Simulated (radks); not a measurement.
Question: Coherent X-ray form factor from a spherical all-electron density. Method: Dirac Kohn-Sham, LDA (Slater exchange, Perdew-Wang correlation), spin-unpolarised, spherical densities, point nucleus; computed with a radial shooting solver on a logarithmic mesh with Libxc functionals.

sin(theta)/lambda (1/angstrom),f0 (electrons)
0.05,27.383
0.1,25.847
0.15,23.962
0.2,22.069
0.25,20.270
0.3,18.576
0.4,15.515
0.5,12.956
0.6,10.943
0.8,8.339
1,6.959
1.25,5.938
1.5,5.120
2,3.640

The species is in the configuration that NIST lists as its ground one. Which atom or ion scatters so?

Answer: Neutral nickel, [Ar] 3d8 4s2. Extrapolating in s^2 from the first two rows gives f0(0) = 27.9, near the electron count 28; among species with that count, the fall with angle is slower the higher Z, and the table is that of Z = 28; from so few rows the species is fixed only to a neighbour or two.
